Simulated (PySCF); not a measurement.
MoCl: one state, many levels of theory

State: ⁶Σ⁺ (sextet), unpaired electrons σ ↑, π ↑↑, δ ↑↑. Set-up: basis Mo def2-TZVPP with ECP28, Cl def2-TZVPP; scalar-relativistic core potentials; PySCF 2.14. De refers to Mo (4d5 5s1) + Cl in their high-spin ground configurations, without counterpoise correction. The functionals are run spin-unrestricted. A positive dipole means Mo(−)Cl(+).

```csv
Level,Re (Å),ωe (cm⁻¹),De (eV),μ (D),"CPU s a point (SCF and correlation, without the integrals)"
UHF,2.379,337,n/a,-6.17,2.1
UHF-MP2,2.278,388,n/a,n/a,4.1
UHF-SCS-MP2,2.293,381,n/a,n/a,n/a
UHF-CCSD,2.304,377,3.49,n/a,n/a
UHF-CCSD(T),2.294,383,3.65,n/a,290
LDA,2.230,409,4.59,-3.33,1.5
PBE,2.273,382,3.97,-3.62,2
PBEsol,2.249,397,4.21,-3.49,1.2
revPBE,2.285,373,3.78,-3.70,1.3
r²SCAN,2.281,383,3.84,-3.98,2.9
PBE0,2.281,380,3.79,-4.37,4.8
MN15,2.266,396,4.14,-4.45,4.6
LC-ωPBE,2.293,376,3.86,-5.05,4.2
```

The bond length runs from 2.230 Å (LDA) to 2.379 Å (UHF). De spans 3.49 eV (UHF-CCSD, coupled cluster) to 4.59 eV (LDA, local density).

Correlated steps freeze 5 core orbitals. The metal atom is held in its measured ground configuration; semilocal functionals can put another filling of s and d lower by some tenths of an eV, and De to that atom would be smaller. These are scalar-relativistic numbers at best; spin–orbit coupling would shift them, the dissociation energy most. With d or f electrons several states lie close, and the lowest PBE0 determinant need not be the measured ground state.

The whole job (state search and all levels along the bond) took about 30 min on 2 threads of Arm Neoverse V1 (shared host), peak memory 4.2 GiB.
